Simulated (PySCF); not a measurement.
PySCF input:

```python
from pyscf import gto, scf, dft

mol = gto.M(
    atom='''
    Si   -0.03443636   -0.00053109    0.02819264
    C     1.73943789   -0.46550955   -0.35199794
    N    -0.50229307   -0.88149394    1.47888616
    N    -0.93881532   -0.28989449   -1.40528454
    N    -0.33619678    1.61983438    0.47956845
    H     2.14129991    0.19222484   -1.12686312
    H     2.36723283   -0.36379370    0.53484854
    H     1.82479931   -1.49559148   -0.70728662
    H    -0.59465618   -1.88856249    1.32800378
    H    -1.90763345   -0.01868049   -1.46296238
    H    -0.72342486   -1.05052475   -2.02932018
    H    -0.39355942    1.88245303    1.44873394
    H    -0.22744027    2.40384604   -0.14005387
    ''',
    basis='def2-tzvpd',
    charge=0,
    spin=1,
    verbose=4,
)

mf = dft.UKS(mol, xc='tpssh').density_fit(auxbasis='def2-universal-jkfit')
mf.grids.level = 3
mf.conv_tol = 1e-9
mf.max_cycle = 100
mf.max_memory = 1500
mf.kernel()
if not mf.converged:
    mf = mf.newton()
    mf.kernel(mf.make_rdm1())
for _ in range(2):
    mo, _, stable, _ = mf.stability(return_status=True)
    if stable:
        break
    mf.kernel(mf.make_rdm1(mo, mf.mo_occ))
mf.analyze()
```

Task: Which total energy does the run end on?

Result: -496.83025 Eh (TPSSh/def2-TZVPD).

It need not be the lowest isomer of its formula.
